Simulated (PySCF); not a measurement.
Atoms are numbered as in `[NH2:1][Si@@:2]([OH:3])([SiH3:4])[PH2:5]`; H(Xn) means a hydrogen on atom n.

[PySCF 2.14.0 with density-fitted response routines: σ from GIAO-PBE0/pcSseg-1; geometry from GFN2-xTB; one computed conformer; gas phase; one averaged value for each set of equivalent atoms; relativity neglected]

Shifts are taken against calculated references (same method and geometry level): TMS for $^{1}$H (σref 31.72) and $^{29}$Si (σref 349.16); $^{15}$N (σref 267.73) vs NH3; H2O for $^{17}$O (σref 336.08); $^{31}$P (σref 318.38) against H3PO4.

```json
{"atoms": "N1", "nucleus": "$^{15}$N", "count": "1", "Hirshfeld charge": "-0.32", "δ (ppm)": "?"}
{"atoms": "H(O3)", "nucleus": "$^{1}$H", "count": "1", "Hirshfeld charge": "0.18", "δ (ppm)": "?"}
{"atoms": "H(P5)", "nucleus": "$^{1}$H", "count": "2", "Hirshfeld charge": "-0.01", "δ (ppm)": "?"}
{"atoms": "O3", "nucleus": "$^{17}$O", "count": "1", "Hirshfeld charge": "-0.31", "δ (ppm)": "58.8"}
{"atoms": "H(Si4)", "nucleus": "$^{1}$H", "count": "3", "Hirshfeld charge": "-0.08", "δ (ppm)": "3.33"}
{"atoms": "P5", "nucleus": "$^{31}$P", "count": "1", "Hirshfeld charge": "-0.04", "δ (ppm)": "-275.4"}
{"atoms": "H(N1)", "nucleus": "$^{1}$H", "count": "2", "Hirshfeld charge": "0.12", "δ (ppm)": "0.76"}
{"atoms": "Si4", "nucleus": "$^{29}$Si", "count": "1", "Hirshfeld charge": "0.19", "δ (ppm)": "-117.9"}
{"atoms": "Si2", "nucleus": "$^{29}$Si", "count": "1", "Hirshfeld charge": "0.33", "δ (ppm)": "8.9"}
```

Fill in the missing shifts.

Answers


- H(O3): 1.84 ppm, hydrogen on an oxygen bonded to Si; exchangeable; this is the value without hydrogen bonding to other molecules
- H(P5): 0.94 ppm, hydrogen on a phosphorus bonded to Si
- N1: 44.3 ppm, nitrogen bonded to Si, 2 H

OH and NH positions are those of a molecule without intermolecular hydrogen bonds; in solution they move with solvent, concentration and temperature, and exchange usually removes their couplings. Experimental scales use liquid or dissolved standards, which lie at an offset from isolated NH3 (liquid NH3: subtract about 20 ppm) and H2O (liquid H2O: subtract about 36 ppm) and H3PO4.
